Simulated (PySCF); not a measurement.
# InBr and its ions

RHF-MP2; PySCF, scalar-relativistic core potentials, basis sets In def2-TZVPPD with ECP28, Br def2-TZVPPD. Neutral (RHF): singlet (closed shell), Re = 2.550 Å, ωe = 224 cm⁻¹, De = 4.31 eV.

InBr⁺ (UHF): doublet (σ ↑), Re = 2.424 Å, ωe = 239 cm⁻¹, De = 0.44 eV to In⁺ + Br. The energies at the minima are -2762.26241 hartree for InBr and -2761.92032 for InBr⁺.

Work out the adiabatic ionisation energy, without and with harmonic zero-point energies (1 hartree = 27.2114 eV, 1 eV = 8065.5 cm⁻¹), and the change of the bond length.

At MP2: 0.34209 hartree = 9.309 eV between the minima; the zero-point term (239.0 − 224.0)/2 cm⁻¹ = +0.001 eV makes it 9.310 eV. Re changes by -12.6 pm against the neutral. The electron leaves a σ orbital, and the shorter bond of the ion fits an antibonding orbital, or a change in how ionic the bond is.

InBr⁻ (UHF): doublet (π ↑), Re = 2.754 Å, ωe = 147 cm⁻¹, De = 1.18 eV to In + Br⁻. The energies at the minima are -2762.26241 hartree for InBr and -2762.27376 for InBr⁻.

Work out the adiabatic electron affinity, without and with harmonic zero-point energies (1 hartree = 27.2114 eV, 1 eV = 8065.5 cm⁻¹), and the change of the bond length.

At MP2: 0.01135 hartree = 0.309 eV between the minima; the zero-point term (224.0 − 147.0)/2 cm⁻¹ = +0.005 eV makes it 0.314 eV. Re changes by +20.4 pm against the neutral. The electron enters a π orbital, and the longer bond of the ion fits an antibonding orbital, or a change in how ionic the bond is.

Correlated steps freeze 13 core orbitals. Weak bonds: InBr⁺. Basis-set superposition, not corrected here, can be much of De in a small basis, most of all at correlated wavefunction levels. These are scalar-relativistic numbers at best; spin–orbit coupling would shift them, the dissociation energy most. For an ion De counts to the pair picked by the measured ionisation energies or electron affinities, which need not be the lowest pair at this level. Where the molecule has an RHF reference, its open-shell atoms are computed with UHF. States were picked by a PBE0 search and need not be the measured ground states.

Neutral and ion stand on different kinds of reference determinant, which adds to the error of the difference.
